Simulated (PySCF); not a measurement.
Numbering as in the mapped SMILES `[CH2:1]=[CH:2][Si@H:3]([Cl:4])[SiH2:5][O:6][SiH3:7]`; H(Xn) means a hydrogen on atom n. Ha(C1) is cis to Si3; Ha(Si5) is pro-R; Hb(Si5) is pro-S; Hb(C1) is trans to Si3.

Averaged over atoms made equivalent by symmetry, fast rotation or ring inversion, gas phase, relativity neglected, single conformer. Shielding tensors at PBE0/pcSseg-1 (GIAO); coordinates at the GFN2-xTB level; PySCF 2.14.

Shifts are taken against calculated references (same method and geometry level): TMS for $^{13}$C (σref 186.93) and $^{1}$H (σref 31.72) and $^{29}$Si (σref 349.16); $^{35}$Cl (σref 949.78) against HCl; H2O for $^{17}$O (σref 336.08).

```json
{"atoms": "O6", "nucleus": "$^{17}$O", "count": "1", "δ (ppm)": "-10.9"}
{"atoms": "H(Si3)", "nucleus": "$^{1}$H", "count": "1", "δ (ppm)": "5.73"}
{"atoms": "C2", "nucleus": "$^{13}$C", "count": "1", "δ (ppm)": "138.5"}
{"atoms": "H(Si7)", "nucleus": "$^{1}$H", "count": "3", "δ (ppm)": "?"}
{"atoms": "Si3", "nucleus": "$^{29}$Si", "count": "1", "δ (ppm)": "-22.3"}
{"atoms": "Si7", "nucleus": "$^{29}$Si", "count": "1", "δ (ppm)": "-41.7"}
{"atoms": "Ha(C1)", "nucleus": "$^{1}$H", "count": "1", "δ (ppm)": "6.48"}
{"atoms": "H(C2)", "nucleus": "$^{1}$H", "count": "1", "δ (ppm)": "6.55"}
{"atoms": "Si5", "nucleus": "$^{29}$Si", "count": "1", "δ (ppm)": "?"}
{"atoms": "Hb(Si5)", "nucleus": "$^{1}$H", "count": "1", "δ (ppm)": "?"}
{"atoms": "C1", "nucleus": "$^{13}$C", "count": "1", "δ (ppm)": "144.3"}
{"atoms": "Ha(Si5)", "nucleus": "$^{1}$H", "count": "1", "δ (ppm)": "5.45"}
{"atoms": "Hb(C1)", "nucleus": "$^{1}$H", "count": "1", "δ (ppm)": "?"}
{"atoms": "Cl4", "nucleus": "$^{35}$Cl", "count": "1", "δ (ppm)": "-96"}
```

**Question.** Complete the table.

**Answer.** 
- Hb(C1): 6.75 ppm, hydrogen on a terminal =CH2 carbon; attached to an sp2 carbon and in the plane of the double bond
- Hb(Si5): 5.56 ppm, hydrogen on a silicon bonded to O, Si
- H(Si7): 5.12 ppm, hydrogen on a silicon bonded to O
- Si5: -34.4 ppm, silicon bonded to O, Si, 2 H

Shifts are as computed. Against solution values, carbons near 30 ppm lie about +3 ppm off and those near 130 ppm about +5 ppm. Of 1309 compounds with measured shifts, 239 miss one by over three times the rms of a fit or turn the order of signals round; such compounds aren't used in these exercises. Experimental scales use liquid or dissolved standards, which lie at an offset from isolated H2O (liquid H2O: subtract about 36 ppm).
